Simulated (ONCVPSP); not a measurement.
Varying the ONCV potential for Si

Base potential:

* Element: Si (Z = 14)
* Generator: ONCVPSP 4.0.1
* Type: optimised norm-conserving Vanderbilt (ONCV)
* Functional: PBE
* Relativity: scalar-relativistic
* Frozen core: [Ne]
* Valence charge: 4
* Reference configuration: 3s2 3p2
* Partial waves: 3s: rc 1.90 bohr, ncon 4, nbas 8, qcut 4.3 1/bohr, 2 projectors, debl 2.2 Ha; 3p: rc 1.90 bohr, ncon 4, nbas 7, qcut 3.7 1/bohr, local; d scattering state at 0.11 Ha: rc 2.45 bohr, ncon 4, nbas 8, qcut 4 1/bohr, 3 projectors, debl 0.7 Ha
* Local potential: the p channel
* Core correction: polynomial model core, fcfact 0.15

Cutoffs, loose and tight: the cutoffs (Ha) at which the residual kinetic energy of the hardest occupied pseudo-wave falls to 1 and 0.1 mHa per electron. They do not see the model core or the augmentation charge, which bear on the density cutoff. Test errors are all-electron minus pseudo excitation energies from the reference, over the configurations 3s2 3p1; 3s2 3p0; 3s1 3p0; 3s1 3p2. A dash means not determined; rows that change the core or the reference have their own tests.

A true bound ghost makes a file unfit for plane-wave use even where its test errors are small: the radial tests pick states by their node count and pass the ghost by.

```
     change    outcome  cutoff, loose  cutoff, tight  bound ghosts  GHOST(+) flags above zero  largest test error (meV)
       base  generated         7.3 Ha        10.0 Ha          none                       none                       +79
d: qcut 2.4  generated         7.3 Ha        10.0 Ha             d                       none                       +79
d: qcut 2.8  generated         7.3 Ha        10.0 Ha             d                          d                       +79
d: qcut 3.2  generated         7.3 Ha        10.0 Ha          none                          d                       +79
d: qcut 3.7  generated         7.3 Ha        10.0 Ha          none                          d                       +79
d: qcut 4.3  generated         7.3 Ha        10.0 Ha          none                       none                       +79
d: qcut 4.6  generated         7.3 Ha        10.0 Ha          none                       none                       +79
d: qcut 5.1  generated         7.3 Ha        10.0 Ha          none                       none                       +79
d: qcut 5.4  generated         7.3 Ha        10.0 Ha          none                       none                       +79
  d: qcut 6  generated         7.3 Ha        10.0 Ha          none                       none                       +79
```

Reading the sweep of the qcut of the d channel (base included, trends over the rows without a ghost): The loose cutoff stays near 7.3 Ha. The median size of the test errors (rows with all tests solved) stays near 8.5 meV. Bound ghosts are found at 2.4, 2.8 1/bohr.
